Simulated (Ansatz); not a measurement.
Reaction (isomerisation): `CSB(O)F` → `FBOCS`

Gas-phase electronic energies from Ansatz, PBE0-D4/def2-TZVP geometries. CCSD(T)/CBS adds triple-zeta CCSD(T) − MP2 to the extrapolated MP2 energy (def2 sets, frozen cores). Functionals use def2-TZVPP. One conformer a species, not always the lowest.

`CSB(O)F`:

Z-matrix (Å, degrees):
```
C
S 1 1.810
H 1 1.088 2 110.7
H 1 1.089 2 106.7 3 119.0
H 1 1.088 2 110.7 3 -122.0
B 2 1.799 1 101.1 3 60.6
F 6 1.336 2 117.9 1 -180.0
O 6 1.354 2 122.0 1 -0.0
H 8 0.962 6 112.6 2 180.0
```

`FBOCS`:

```xyz
9

F     0.781   -0.713   -2.566
B     0.298   -0.815   -1.340
O     0.649    0.139   -0.457
C     0.137    0.132    0.854
S    -1.399    1.058    1.037
H    -0.404   -1.741   -1.053
H     0.902    0.549    1.506
H    -0.101   -0.883    1.185
H    -0.863    2.272    0.835
```

CCSD(T)/CBS gives +34.9 kcal/mol.

Problem. Another level gave +34.7 kcal/mol. Which?
A. PBE-D4/def2-TZVPP
B. ωB97X-V/def2-TZVPP
C. BLYP/def2-TZVPP
D. r2SCAN0-D4/def2-TZVPP

Solution. A. PBE-D4 34.7, BLYP 32.1, r2SCAN0-D4 36.1, ωB97X-V 33.7 kcal/mol.

Largest T1 diagnostic among the species: 0.013.

At CCSD(T), def2-SVP lies −1.9 kcal/mol from the extrapolated value and def2-TZVPP −0.8 kcal/mol. Leaving LDA and LC-ωPBE aside and taking each functional with its dispersion term where it has one, the values, not all of them listed here, spread over 3.6 kcal/mol, from BLYP-D4 to B97M-V.
